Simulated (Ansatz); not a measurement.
`[ZnH][Br]` + `N[Si@H](Cl)O[Si@@H](N)O` → `[Cl][Zn][Br]` + `N[SiH2]O[SiH](N)O`  (redistribution)

Computed with Ansatz on PBE0-D4/def2-TZVP structures; ΔE is electronic, products minus reactants. CCSD(T)/CBS adds triple-zeta CCSD(T) − MP2 to the extrapolated MP2 energy (def2 sets, frozen cores). For Br, Zn outer-core shells are correlated without core-valence functions, which leaves a few kJ/mol of doubt a bond. Scalar relativity is left out up to krypton. One conformer a species, not always the lowest.

```json
{"species": "`[ZnH][Br]`", "MP2/def2-TZVPP energy (Eh)": "-4351.63700"}
{"species": "`N[Si@H](Cl)O[Si@@H](N)O`", "MP2/def2-TZVPP energy (Eh)": "-1301.85317"}
{"species": "`[Cl][Zn][Br]`", "MP2/def2-TZVPP energy (Eh)": "-4810.81414"}
{"species": "`N[SiH2]O[SiH](N)O`", "MP2/def2-TZVPP energy (Eh)": "-842.67845"}
```

(1) Work out ΔE.

Largest T1 diagnostic among the species: 0.012.

Answers

(1) ΔE = (-4810.81414) + (-842.67845) − (-4351.63700) − (-1301.85317) = -0.00242 Eh = -1.5 kcal/mol. CCSD(T)/CBS gives -3.7 kcal/mol.

From PBE to PBE0 (25 % exact exchange), in def2-TZVPP and without D4, ΔE moves by −0.9 kcal/mol. The D4 term adds +0.8 kcal/mol with B3LYP and +0.5 kcal/mol with PBE0; it sums over pairs of atoms, weighted by their polarisabilities, and B3LYP, whose exchange is more repulsive, gets the larger term. In def2-TZVPP, CCSD(T) changes the Hartree–Fock value by +2.6 kcal/mol (the triples alone add +0.3 kcal/mol) and MP2 by +3.3 kcal/mol.

B3LYP here is the variant with VWN-RPA as its local correlation; programs differ in this.
